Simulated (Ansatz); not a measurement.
`[CH3][SnH]([CH3])[Cl]` + H₂O → `[CH3][SnH]([OH])[Cl]` + CH₄  (formal hydrolysis of the Sn–C bond)

Isolated molecules relaxed with PBE0-D4/def2-TZVP in Ansatz; ΔE leaves out vibrations. CCSD(T)/CBS adds triple-zeta CCSD(T) − MP2 to the extrapolated MP2 energy (def2 sets, frozen cores). This one scheme is used for every species. Functionals use def2-TZVPP. Elements past krypton have def2 core potentials. For Sn outer-core shells are correlated without core-valence functions, which leaves a few kJ/mol of doubt a bond. Each species was taken in one conformer, which may not be the lowest.

`[CH3][SnH]([CH3])[Cl]`:

Z-matrix (Å, degrees):
```
C
Sn 1 2.130
H 1 1.090 2 109.3
H 1 1.091 2 110.2 3 -120.2
H 1 1.089 2 109.5 3 119.6
C 2 2.130 1 114.2 3 54.5
Cl 2 2.351 1 105.2 3 -60.4
H 2 1.710 1 113.0 3 -174.6
H 6 1.091 2 110.2 1 66.1
H 6 1.090 2 109.3 1 -54.1
H 6 1.090 2 109.5 1 -173.7
```

H₂O:

Z-matrix (Å, degrees):
```
O
H 1 0.960
H 1 0.960 2 105.1
```

`[CH3][SnH]([OH])[Cl]`:

Cartesian coordinates in Å:
```
C -0.754 1.134 0.570
Sn -0.027 -0.636 -0.327
O 1.773 -0.189 -0.950
Cl 0.238 -2.275 1.322
H -1.728 0.949 1.022
H -0.046 1.441 1.338
H -0.839 1.917 -0.183
H -0.910 -1.390 -1.576
H 2.293 -0.951 -1.216
```

CH₄:

Cartesian coordinates in Å:
```
C 0.000 0.000 0.000
H 1.033 0.294 0.186
H -0.107 -0.317 -1.037
H -0.659 0.847 0.190
H -0.268 -0.824 0.661
```

```json
{"species": "`[CH3][SnH]([CH3])[Cl]`", "BHLYP-D4 energy (Eh)": "-754.90411"}
{"species": "H₂O", "BHLYP-D4 energy (Eh)": "-76.42330"}
{"species": "`[CH3][SnH]([OH])[Cl]`", "BHLYP-D4 energy (Eh)": "-790.84261"}
{"species": "CH₄", "BHLYP-D4 energy (Eh)": "-40.50336"}
```

Work out ΔE.

ΔE = (-790.84261) + (-40.50336) − (-754.90411) − (-76.42330) = -0.01856 Eh = -48.7 kJ/mol. CCSD(T)/CBS gives -41.1 kJ/mol.

Largest T1 diagnostic among the species: 0.012.

From BLYP to BHLYP (50 % exact exchange), in def2-TZVPP and without D4, ΔE moves by +6.4 kJ/mol. The D4 term adds +3.5 kJ/mol with B3LYP and +2.1 kJ/mol with PBE0; it sums over pairs of atoms, weighted by their polarisabilities, and B3LYP, whose exchange is more repulsive, gets the larger term. Leaving LDA and LC-ωPBE aside and taking each functional with its dispersion term where it has one, the values, not all of them listed here, spread over 16.8 kJ/mol, from B97M-V to HSE06-D4. LDA lies +6.2 kJ/mol from PBE without D4.

B3LYP here is the variant with VWN-RPA as its local correlation; programs differ in this.
